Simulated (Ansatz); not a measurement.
```yaml
crystal:
  periodic: [false, false, false]
  atoms:
    - {symbol: Sc, position_ang: [0.231240, -0.713600, 0.523274]}
    - {symbol: O, position_ang: [-1.277225, 0.649580, -0.277417]}
    - {symbol: O, position_ang: [1.373335, -1.343461, -0.412267]}
    - {symbol: O, position_ang: [-0.198579, 1.244401, 0.195703]}
basis:
  gaussian: {orbitals: x2c-TZVPPall}
magnetization: {spin_polarized: true, initial_magnetization: 1}
hamiltonian: {xc: {name: SPW92}}
output: {forces: true}
```

```sh
$ ansatz run in.yaml --threads 4 --pin off --events-out ev --progress --plain --max-ram 3916MiB
```

Shortened log:

```
Functional definition: SPW92
894 factors; their error is unknown
mean field evaluation 1: about -26835.5274 eV, gradient 6.1e1 eV
mean field evaluation 2: about -26616.9338 eV, gradient 1.6e2 eV
mean field evaluation 4: about -26845.3506 eV, gradient 2.7e1 eV
mean field evaluation 8: about -26847.7123 eV, gradient 1.3e0 eV
mean field evaluation 16: about -26847.6841 eV, gradient 1.4e-3 eV
mean field -26847.68413921 eV, -986.6341941019 hartree, gradient 5.7e-5 eV, S^2 0.753035; 2 other end points of the search recorded, 0 dependent functions left out
reference -26847.68419188 eV, -986.6341960378 hartree; 23, 22 occupied and 134, 135 virtual orbitals, 894 factors
Total energy: -26847.68419188 eV, -986.6341960378 hartree
Relativity: scalar
Atom 0 at     0.231240    -0.713600     0.523274 Å, force    -2.737008     1.247270     1.811292 eV/Å
Atom 1 at    -1.277225     0.649580    -0.277417 Å, force     0.676568    -0.510824     0.246589 eV/Å
Atom 2 at     1.373335    -1.343461    -0.412267 Å, force     2.204439    -1.167528    -1.952678 eV/Å
Atom 3 at    -0.198579     1.244401     0.195703 Å, force    -0.143999     0.431082    -0.105203 eV/Å
Dipole moment:    -0.377430    -0.389776     1.062165 e Å
```

Hardware: 4 threads of Arm Neoverse V1 on a shared host. Wall time 2 s.

DK, ANO-RCC and x2c sets are all-electron and run with scalar relativity unless a key says otherwise.
